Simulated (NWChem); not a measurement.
System: C$_{3}$H$_{7}$FSi; SMILES C/C([SiH3])=C/F

Output (shortened):

```
             Northwest Computational Chemistry Package (NWChem) 7.3.0
             --------------------------------------------------------

 CS  symmetry detected

                             Geometry "geometry" -> ""
                             -------------------------

 Output coordinates in angstroms (scale by  1.889725989 to convert to a.u.)

  No.       Tag          Charge          X              Y              Z
 ---- ---------------- ---------- -------------- -------------- --------------
    1 C                    6.0000    -1.80509589    -0.93415678     0.00000000
    2 C                    6.0000    -0.54168843    -0.12155282     0.00000000
    3 Si                  14.0000     1.15202287    -0.95097063     0.00000000
    4 C                    6.0000    -0.59325682     1.21009044     0.00000000
    5 F                    9.0000     0.51262981     1.95994085     0.00000000
    6 H                    1.0000    -2.70389283    -0.29745680     0.00000000
    7 H                    1.0000    -1.85879063    -1.59167424     0.88320200
    8 H                    1.0000    -1.85879063    -1.59167424    -0.88320200
    9 H                    1.0000     1.94136224    -0.58131291    -1.21318100
   10 H                    1.0000     1.94136224    -0.58131291     1.21318100
   11 H                    1.0000     0.94000334    -2.43103974     0.00000000
   12 H                    1.0000    -1.50299534     1.82230704     0.00000000

 Effective nuclear repulsion energy (a.u.)     220.3258780482

      Symmetry information
      --------------------

 Group name             Cs
 Group number              2
 Group order               2
 No. of unique centers    10

                                 NWChem DFT Module
                                 -----------------

 Summary of "ao basis" -> "ao basis" (spherical)
 ------------------------------------------------------------------------------
       Tag                 Description            Shells   Functions and Types
 ---------------- ------------------------------  ------  ---------------------
 C                           6-31g*                  6       14   3s2p1d
 Si                          6-31g*                  8       18   4s3p1d
 F                           6-31g*                  6       14   3s2p1d
 H                           6-31g*                  2        2   2s

      Symmetry analysis of basis
      --------------------------

        a'         63
        a"         25

            General Information
            -------------------
          SCF calculation type: DFT
          Wavefunction type:  closed shell.
          No. of atoms     :    12
          No. of electrons :    48
           Alpha electrons :    24
            Beta electrons :    24
          Charge           :     0
          Spin multiplicity:     1
          Use of symmetry is: on ; symmetry adaption is: on
          Maximum number of iterations: 150
          AO basis - number of functions:    88
                     number of shells:    46
          Convergence on energy requested:  1.00D-06
          Convergence on density requested:  1.00D-05
          Convergence on gradient requested:  5.00D-04

              XC Information
              --------------
                        Slater Exchange Functional  1.052 local
                      OPTX     Exchange Functional  1.432 non-local
              Lee-Yang-Parr Correlation Functional  1.000

             Grid Information
             ----------------
          Grid used for XC integration:  medium
          Radial quadrature: Mura-Knowles
          Angular quadrature: Lebedev.
          Tag              B.-S. Rad. Rad. Pts. Rad. Cut. Ang. Pts.
          ---              ---------- --------- --------- ---------
          C                   0.70       49          10.0       434
          Si                  1.10       88          10.0       590
          F                   0.50       49          11.0       434
          H                   0.35       45          11.0       434
          Grid pruning is: on
          Number of quadrature shells:   509
          Spatial weights used:  Erf1

      Superposition of Atomic Density Guess
      -------------------------------------

 Sum of atomic energies:        -504.65802976

      Non-variational initial energy
      ------------------------------

 Total energy =    -507.079016
 1-e energy   =   -1132.826404
 2-e energy   =     405.421509
 HOMO         =      -0.260896
 LUMO         =       0.043310

      Symmetry analysis of molecular orbitals - initial
      -------------------------------------------------

  Numbering of irreducible representations:

     1 a'          2 a"

  Orbital symmetries:

     1 a'          2 a'          3 a'          4 a'          5 a'
     6 a'          7 a'          8 a"          9 a'         10 a'
    11 a'         12 a'         13 a'         14 a'         15 a'
    16 a"         17 a'         18 a"         19 a'         20 a'
    21 a"         22 a'         23 a'         24 a"         25 a"
    26 a'         27 a'         28 a"         29 a'         30 a'
    31 a'         32 a'         33 a'         34 a"

     ---------------------------------------------
      Total Density - Mulliken Population Analysis
     ---------------------------------------------

    Atom       Charge   Shell Charges
 -----------   ------   -------------------------------------------------------
    1 C    6     6.67   2.00  0.71  2.01  0.68  1.24  0.03
    2 C    6     6.39   2.00  0.73  1.99  0.58  1.06  0.03
    3 Si  14    13.63   2.00  2.00  5.97  0.98  1.71  0.31  0.53  0.12
    4 C    6     5.56   2.00  0.70  1.60  0.49  0.70  0.07
    5 F    9     9.43   2.00  0.94  3.38  1.00  2.09  0.01
    6 H    1     0.77   0.46  0.31
    7 H    1     0.77   0.47  0.30
    8 H    1     0.77   0.47  0.30
    9 H    1     1.06   0.47  0.59
   10 H    1     1.06   0.47  0.59
   11 H    1     1.07   0.47  0.59
   12 H    1     0.82   0.47  0.35

   convergence    iter        energy       DeltaE   RMS-Dens  Diis-err
 ---------------- ----- ----------------- --------- --------- ---------
 d= 0,ls=0.0,diis     1   -507.6533219452 -7.28D+02  1.25D-02  5.53D-01
 d= 0,ls=0.0,diis     2   -507.6124942523  4.08D-02  7.87D-03  1.04D+00
 d= 0,ls=0.0,diis     3   -507.7111568237 -9.87D-02  3.52D-03  8.99D-02
 d= 0,ls=0.0,diis     4   -507.7179106246 -6.75D-03  1.76D-03  3.55D-02
 d= 0,ls=0.0,diis     5   -507.7227659189 -4.86D-03  3.36D-04  1.42D-03
  Resetting Diis
 d= 0,ls=0.0,diis     6   -507.7228960415 -1.30D-04  8.89D-05  4.92D-05
 d= 0,ls=0.0,diis     7   -507.7229036307 -7.59D-06  3.25D-05  1.96D-06
 d= 0,ls=0.0,diis     8   -507.7229033601  2.71D-07  2.00D-05  4.29D-06
 d= 0,ls=0.0,diis     9   -507.7229038689 -5.09D-07  4.57D-06  2.17D-07

         Total DFT energy =     -507.722903868940
      One electron energy =    -1136.767270782859
           Coulomb energy =      458.932068702868
    Exchange-Corr. energy =      -50.213579837175
 Nuclear repulsion energy =      220.325878048225

 Numeric. integr. density =       48.000006725092

                  Occupations of the irreducible representations
                  ----------------------------------------------

                     irrep           alpha         beta
                     --------     --------     --------
                     a'               19.0         19.0
                     a"                5.0          5.0

                       DFT Final Molecular Orbital Analysis
                       ------------------------------------

 Vector   22  Occ=2.000000D+00  E=-2.933880D-01  Symmetry=a'
              MO Center=  1.1D+00, -1.5D+00, -2.4D-14, r^2= 2.4D+00
   Bfn.  Coefficient  Atom+Function         Bfn.  Coefficient  Atom+Function
  ----- ------------  ---------------      ----- ------------  ---------------
    36      0.368724   3 Si py               86     -0.315955  11 H  s
    85     -0.289864  11 H  s                35      0.158017   3 Si px
    32     -0.152079   3 Si py               82      0.141524   9 H  s
    84      0.141524  10 H  s                81      0.131069   9 H  s
    83      0.131069  10 H  s                18     -0.086293   2 C  py

 Vector   23  Occ=2.000000D+00  E=-2.747134D-01  Symmetry=a'
              MO Center= -2.1D-01, -1.9D-01, -1.0D-14, r^2= 3.6D+00
   Bfn.  Coefficient  Atom+Function         Bfn.  Coefficient  Atom+Function
  ----- ------------  ---------------      ----- ------------  ---------------
    35     -0.332594   3 Si px               17      0.314893   2 C  px
    18     -0.199410   2 C  py               88      0.189814  12 H  s
     3     -0.184494   1 C  px               50      0.179751   4 C  py
    76      0.172060   6 H  s                75      0.143457   6 H  s
    31      0.134325   3 Si px               87      0.133404  12 H  s

 Vector   24  Occ=2.000000D+00  E=-2.077073D-01  Symmetry=a"
              MO Center= -4.0D-01,  4.4D-01, -1.1D-15, r^2= 2.6D+00
   Bfn.  Coefficient  Atom+Function         Bfn.  Coefficient  Atom+Function
  ----- ------------  ---------------      ----- ------------  ---------------
    19      0.378094   2 C  pz               51      0.362367   4 C  pz
    23      0.286136   2 C  pz               65     -0.283473   5 F  pz
    69     -0.220466   5 F  pz               55      0.211464   4 C  pz
    78     -0.131835   7 H  s                80      0.131835   8 H  s
     5     -0.112308   1 C  pz               82      0.109670   9 H  s

[...]
```

Level: OLYP/6-31G* (spherical d). Coordinates come from a PBE0/def2-SVP optimisation. Not confirmed as a minimum by frequencies.

Which NWChem input produces such a log?

One answer among several that fit: the input that was run:
```
start job
memory heap 200 mb stack 900 mb global 1100 mb
geometry units angstroms noautoz
  C     -1.851765    -0.836640     0.000000
  C     -0.548590    -0.089473     0.000000
  Si     1.100655    -1.004122     0.000000
  C     -0.532233     1.243068     0.000000
  F      0.610428     1.935590     0.000000
  H     -2.716949    -0.154966     0.000000
  H     -1.938896    -1.490567     0.883202
  H     -1.938896    -1.490567    -0.883202
  H      1.907806    -0.675168    -1.213181
  H      1.907806    -0.675168     1.213181
  H      0.813489    -2.471464     0.000000
  H     -1.409592     1.900848     0.000000
end
basis spherical
  * library 6-31g*
end
dft
  xc optx lyp
  iterations 150
  mulliken
end
task dft energy
```
